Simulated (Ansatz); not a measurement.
C₂H₆In (SMILES [CH3][In+][CH3]), charge +1, singlet, geometry from GFN2-xTB (such geometries of metal compounds can be far from the true shape) (core potentials on In). Base run: CAM-B3LYP/def2-SVP (Ansatz, a first-principles code).

The Ansatz input:
Ansatz 0.2 input:
```yaml
crystal:
  periodic: [false, false, false]
  atoms:
    - {symbol: In, position_ang: [0.00000000, 0.00000000, 0.00000000]}
    - {symbol: C, position_ang: [1.76799887, 0.26458391, -1.43355759]}
    - {symbol: H, position_ang: [2.41242023, -0.60590237, -1.30508096]}
    - {symbol: H, position_ang: [2.27064356, 1.18959701, -1.14854782]}
    - {symbol: H, position_ang: [1.35310159, 0.31962734, -2.44071297]}
    - {symbol: C, position_ang: [-1.76799887, -0.26458391, 1.43355759]}
    - {symbol: H, position_ang: [-2.25762428, -1.20072172, 1.16255120]}
    - {symbol: H, position_ang: [-2.42355682, 0.59505423, 1.28934408]}
    - {symbol: H, position_ang: [-1.35498428, -0.29765450, 2.44244647]}
basis:
  gaussian:
    orbitals: def2-SVP
hamiltonian:
  xc: cam_b3lyp
total_charge: 1
```

Each row names what was changed in the base input (with any setting that the change needs).

| change | ΔE vs base (mEh) |
|---|---|
| base | 0.000 |
| final_grid = 14, 28, 59 | 0.000 |
| final_grid = 4, 8, 17 | 0.131 |
| point_charge = charge:0.5 position_ang:-4.4761, 2.7384, 2.4918 | 45.740 |
| forces = on | -0.019 |
| lower_state_search = off | 0.000 |
| final_grid = 6, 12, 29 | 0.004 |
| point_charge = charge:-1.0 position_ang:-2.3473, -2.3721, 4.7547 | -97.963 |
| fitting.mean_field = def2-universal-JKFIT | -0.091 |
| lower_state_search = full | 0.000 |
| final_grid = 10, 20, 41 | 0.000 |
